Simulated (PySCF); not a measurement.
Numbering as in the mapped SMILES `[N:1]#[C:2][c:3]1[cH:4][cH:5][n:6][cH:7][cH:8]1` (H(Xn): hydrogen on atom n).

Geometry: PBE0-D3(BJ)/def2-TZVP; GIAO absolute shieldings from PySCF 2.14.0 with density-fitted response routines, gas phase, non-relativistic, averaged over equivalent atoms.

At B97-2/pcSseg-2 (344 basis functions, 57 s wall time on 1 thread of an Arm Neoverse V2, shared host):
```csv
atoms,σ (ppm)
N6,-106.4
N1,-51.9
C5/C7,26.5
C4/C8,53.4
C3,57.9
C2,61.6
H(C5)/H(C7),22.54
H(C4)/H(C8),24.02
```

Q: Predict the values at KT3/pcSseg-2 on the same geometry.

A: 
```
      atoms  σ at KT3/pcSseg-2  change
         N6              -85.0   +21.4
         N1              -34.6   +17.3
      C5/C7               33.9    +7.4
      C4/C8               59.8    +6.4
         C3               65.1    +7.2
         C2               67.3    +5.7
H(C5)/H(C7)              22.76   +0.22
H(C4)/H(C8)              24.29   +0.27
```

The largest change is at N6 (pyridine-type ring nitrogen). Cost: 344 basis functions, 70 s wall time on 1 thread of an Arm Neoverse V2, shared host. The order of the carbon signals is the same at both levels.
